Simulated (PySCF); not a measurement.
## NMR problem set

- shieldings: GIAO PBE0/pcSseg-1
- structure optimised with GFN2-xTB
- program: PySCF
- fast rotation and ring inversion assumed for equivalent nuclei, in vacuum, non-relativistic, a single conformation

References, each an isolated molecule treated in the same way: TMS for 1H (σref 31.72), 13C (σref 186.93). Splittings of carbon signals by F and P are missing where no couplings were computed. Where no couplings were computed, multiplicities follow the n + 1 count of equivalent neighbours, and m marks all less simple cases (inequivalent or close neighbours, rings, F or P nearby). Shifts are as computed. Against solution values, carbons near 30 ppm lie about +3 ppm off and those near 130 ppm about +5 ppm. Of 1211 compounds with measured shifts, 218 miss one by over three times the rms of a fit or turn the order of signals round; such compounds aren't used in these exercises. OH and NH positions are gas-phase values without hydrogen bonding to other molecules.

**Question.** C7H12NP. 1H NMR (300 MHz, computed): δ 6.66 (m, 2H), 6.48 (m, 2H), 3.22 (m, 3H), 2.97 (m, 1H), 2.78 (m, 1H), 1.39 (m, 3H). 13C{1H} NMR (computed): δ 143.9 (CH), 135.7 (CH), 33.8 (CH3), 33.7 (CH2), 20.6 (CH3). What is it?

**Answer.** SMILES CN=P1(C)C=CCC=C1. 5 carbon signals for 7 carbons: some carbons are equivalent by symmetry or fast rotation. Carbon types of the structure: 4 × CH, 1 × CH2, 2 × CH3, which accounts for all hydrogens. δC 143.9, 135.7: alkene CH; the olefinic region. δC 33.8: methyl carbon bonded to N; pulled downfield by the heteroatom. δC 33.7: allylic sp3 CH2; aliphatic region, no heteroatom directly attached. δH 6.66, 6.48: hydrogen on an alkene CH; olefinic region.

The shifts were computed for this structure.

**Question.** C5H10N2. 1H NMR (300 MHz, computed): δ 6.29 (q, 1H), 5.92 (m, 1H), 5.45 (m, 1H), 5.33 (m, 1H), 4.66 (br s, 1H), 4.03 (d, 2H), 1.62 (d, 3H). 13C{1H} NMR (computed): δ 144.9 (CH), 128.8 (CH), 123.6 (CH2), 59.8 (CH2), 12.4 (CH3). Identify the compound.

**Answer.** SMILES C(=C)CN/N=C\C. Rings plus π bonds: 2 (no ring in the answer). 5 carbon signals for 5 carbons: no two carbons are equivalent. Carbon types of the structure: 2 × CH, 2 × CH2, 1 × CH3, leaving 1 H on heteroatoms. δC 144.9: alkene CH; the olefinic region. δC 128.8: C=N carbon. δC 123.6: terminal =CH2 carbon; an sp2 carbon of a C=C bond. δC 12.4: methyl carbon; aliphatic region, no heteroatom directly attached.

The data come from this structure; uniqueness wasn't tested.
